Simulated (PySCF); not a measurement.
**Radial density of Ti²⁺ (titanium, charge +2)**

PBE, [Ar] 3d2, high-spin 3F determinant. All numbers are calculated (PySCF 2.14, scalar relativity by spin-free X2C-1e, in cc-pVTZ-DK (7s6p4d2f1g, 68 functions)).

| r (bohr) | 4πr²ρ (e/bohr) | 4πr²(ρα − ρβ) |
| --- | --- | --- |
| 0.00124 | 0.1783 | 0.0000 |
| 0.00209 | 0.4558 | 0.0000 |
| 0.00351 | 1.141 | 0.0000 |
| 0.00591 | 2.755 | -0.0001 |
| 0.00994 | 6.248 | -0.0001 |
| 0.0167 | 12.69 | -0.0002 |
| 0.0281 | 21.29 | -0.0004 |
| 0.0473 | 26.17 | -0.0005 |
| 0.0795 | 21.79 | 0.0000 |
| 0.134 | 20.72 | 0.0061 |
| 0.225 | 28.05 | 0.0628 |
| 0.379 | 15.78 | 0.3483 |
| 0.637 | 8.346 | 1.0056 |
| 1.07 | 9.215 | 1.3251 |
| 1.80 | 2.152 | 0.6966 |
| 3.03 | 0.1537 | 0.1229 |
| 5.10 | 0.003692 | 0.0037 |

Densities and radii are taken from the X2C orbitals without a picture-change correction, which distorts them close to the nucleus.
